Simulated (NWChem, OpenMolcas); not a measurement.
**A ladder of methods for SiSe (SMILES [Si][Se])**

The species is SiSe (2 atoms), meant as a singlet with charge 0. As SMILES, `[Si][Se]`. The shape is that of a PBE0-D4/def2-TZVP optimisation.

```xyz
2

Si    0.0000    0.0000    0.0314
Se    0.0000    0.0000    2.0931
```

Quantity: the dipole moment, in D. The values are calculated.

```json
{"level": "HF/aug-cc-pVTZ", "kind": "Hartree–Fock", "program": "NWChem", "value (D)": "2.02", "CPU time": "5.6 min"}
{"level": "M06-L/aug-cc-pVTZ", "kind": "meta-GGA", "program": "OpenMolcas", "value (D)": "0.98", "CPU time": "38 s"}
{"level": "TPSS/aug-cc-pVTZ", "kind": "meta-GGA", "program": "OpenMolcas", "value (D)": "1.18", "CPU time": "37 s"}
{"level": "r2SCAN/aug-cc-pVTZ", "kind": "meta-GGA", "program": "OpenMolcas", "value (D)": "?", "CPU time": "34 s"}
{"level": "B3LYP/aug-cc-pVTZ", "kind": "global hybrid", "program": "OpenMolcas", "value (D)": "?", "CPU time": "28 s"}
{"level": "BHLYP/aug-cc-pVTZ", "kind": "global hybrid", "program": "OpenMolcas", "value (D)": "1.70", "CPU time": "28 s"}
{"level": "M06-2X/aug-cc-pVTZ", "kind": "hybrid meta-GGA", "program": "OpenMolcas", "value (D)": "1.69", "CPU time": "33 s"}
{"level": "PBE0/aug-cc-pVTZ", "kind": "global hybrid", "program": "OpenMolcas", "value (D)": "1.38", "CPU time": "31 s"}
```

Q: Estimate what the levels marked ? give.

A: As computed at these levels: r2SCAN/aug-cc-pVTZ: 1.22 D; B3LYP/aug-cc-pVTZ: 1.43 D. All-electron rows without a relativistic Hamiltonian named are non-relativistic. The values span 0.98 to 2.02 D. Magnitudes only: a small dipole may point the other way at some levels. CPU times are rough (shared hosts, several kinds of processor): they show what a rung costs within a factor of a few.
